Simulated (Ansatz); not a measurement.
Ideal-gas functions of CH3Cl3SZr, SMILES `C[S][Zr]([Cl])([Cl])[Cl]` at 400 K and 1 bar, from an Ansatz frequency run at PBE0-D4/def2-TZVP.

Molar mass 244.69 g/mol, point group Cs (symmetry number 1), electronic degeneracy 1, moments of inertia 521.324, 628.846, 630.629 u Å². Harmonic wavenumbers (cm⁻¹, unscaled): 73, 83, 93, 96, 105, 105, 117, 159, 372, 416, 423, 425, 705, 952, 980, 1372, 1431, 1480, 3003, 3119, 3179.

Use S(trans) = R[1.5 ln M + 2.5 ln T − 1.1517]; rotational temperatures θ = 24.2544 K / I; S(rot) = R[ln(√π/σ · √(T³/θAθBθC)) + 1.5]; for each mode x = 1.438777 ν̃/T, S = R[x/(eˣ − 1) − ln(1 − e⁻ˣ)] and H = RT x/(eˣ − 1); 1 cm⁻¹ = 0.0119627 kJ/mol; R = 8.31446 J/(mol·K).

Problem. By hand: the entropy, in J/(mol·K).

Solution. Translation 183.6. Rotation: θ = 0.0465, 0.0386, 0.0385 K, giving 131.8. Vibration, mode by mode: 19.46, 18.40, 17.46, 17.20, 16.46, 16.46, 15.57, 13.07, 6.49, 5.70, 5.58, 5.55, 2.50, 1.23, 1.14, 0.36, 0.30, 0.26, 0.00, 0.00, 0.00, in all 163.2. Electronic 0.0. Sum 478.6 J/(mol·K).

Problem. By hand: H − E and G − E in kJ/mol, counted from the electronic energy.

Solution. Zero-point energy ½ × 18688 × 0.0119627 = 111.8; thermal vibration 29.6; translation, rotation and pV give 4 RT = 13.3. H − E = 154.7 kJ/mol, and G − E = 154.7 − 400 × 478.6/1000 = -36.7 kJ/mol.

Vibration gives 34 % of the entropy, 121.0 J/(mol·K) of it from the modes under 150 cm⁻¹: soft modes count most, and the harmonic formula is weakest for them. The sum counts one conformer and one mirror image; others add a mixing term.
